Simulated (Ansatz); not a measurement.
Relaxation of TcS₄, that is [TcS4]- with one electron fewer with UKS PBE0-D4/def2-SVPD.

```sh
$ ansatz run in.yaml --threads 2 --pin off --events-out ev --progress --plain --max-ram 4352MiB
```

```yaml
crystal:
  periodic: [false, false, false]
  atoms:
    - {symbol: Tc, position_ang: [-0.000002, 0.000000, -0.000017]}
    - {symbol: S, position_ang: [0.010282, -0.017045, 2.121982]}
    - {symbol: S, position_ang: [1.997277, 0.010294, -0.716986]}
    - {symbol: S, position_ang: [-1.007751, 1.736007, -0.688512]}
    - {symbol: S, position_ang: [-0.999816, -1.729266, -0.716468]}
basis:
  gaussian: {orbitals: def2-SVPD}
magnetization: {spin_polarized: true, initial_magnetization: 1}
hamiltonian: {xc: pbe0, dispersion: d4}
scf: {lower_state_search: "off"}
output: {orbitals: {seedname: orbitals}}
relax: {f_tol: 0.02, max_steps: 100}
```

Run time 66 s (2 threads of Arm Neoverse N1 on a shared host), peak host memory 0.63 GiB.

Positions (Å) and forces (eV/Å) at steps 1, 2, 4 of 4:

```xyz
5
step=1 energy=-45514.2153 eV
Tc    0.000    0.000    0.000   -0.764    1.316   -0.522
S     0.010   -0.017    2.122    0.096   -0.166    0.013
S     1.997    0.010   -0.717    0.047   -0.167    0.084
S    -1.008    1.736   -0.689    0.499   -0.860    0.341
S    -1.000   -1.729   -0.716    0.122   -0.123    0.084
5
step=2 energy=-45514.2480 eV
Tc   -0.038    0.065   -0.026    0.365   -0.628    0.249
S     0.033   -0.057    2.096   -0.063    0.109   -0.012
S     1.981   -0.030   -0.687   -0.034    0.109   -0.054
S    -1.020    1.757   -0.697   -0.190    0.327   -0.130
S    -0.957   -1.735   -0.686   -0.078    0.083   -0.054
5
step=4 energy=-45514.2592 eV
Tc   -0.024    0.041   -0.016   -0.001    0.002   -0.001
S     0.024   -0.040    2.106    0.000    0.000    0.001
S     1.987   -0.013   -0.699    0.001    0.000    0.000
S    -1.012    1.744   -0.692    0.001   -0.001    0.000
S    -0.975   -1.732   -0.699    0.000   -0.001    0.000
```

In the def2 sets Tc takes a core potential; there is no spin–orbit coupling.
